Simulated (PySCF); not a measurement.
Radial density of In (indium, neutral)

UHF, [Kr] 4d10 5s2 5p1, 2P determinant. Computed with PySCF 2.14 in x2c-QZVPPall with one added diffuse shell each of s, p, d, f type (14s10p8d5f1g, 128 functions), with scalar relativity by spin-free X2C-1e.

| r (bohr) | 4πr²ρ (e/bohr) | 4πr²(ρα − ρβ) |
| --- | --- | --- |
| 0.0230 | 62.83 | 0.0012 |
| 0.0386 | 54.08 | 0.0047 |
| 0.0649 | 68.54 | 0.0068 |
| 0.109 | 76.54 | -0.0022 |
| 0.184 | 54.82 | -0.0017 |
| 0.309 | 62.70 | 0.0066 |
| 0.520 | 21.07 | 0.0077 |
| 0.874 | 21.72 | -0.0033 |
| 1.47 | 7.448 | 0.0303 |
| 2.47 | 1.685 | 0.2865 |
| 4.16 | 0.4518 | 0.2264 |
| 7.00 | 0.03636 | 0.0305 |
| 11.8 | 0.0003932 | 0.0004 |

Densities and radii are taken from the X2C orbitals without a picture-change correction, which distorts them close to the nucleus.

(1) Where is the radial spin density 4πr²(ρα − ρβ) most negative, and why is it negative at all?

Results:

(1) Around r = 0.874 bohr, down to -0.0033 e/bohr: exchange with the open shell polarises the paired shells in an unrestricted calculation.
